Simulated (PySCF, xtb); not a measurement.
SiBrF₂, SMILES F[Si](Br)F, multiplicity 2.

Harmonic wavenumbers (cm⁻¹) from GFN2-xTB run with xtb 6.7.1 at its own minimum, in rising order: 136, 179, 270, 428, 836, 859.

Task: What does PBE0-D3(BJ)/def2-SVP (PySCF 2.14.0) give at its own minimum? (The exact figures need the calculation; the answer reports its results.)

Result: 179, 218, 329, 457, 873, 951. Paired by order, the mean absolute difference is 50 cm⁻¹ and the zero-point energies are 3.9 and 4.3 kcal/mol.
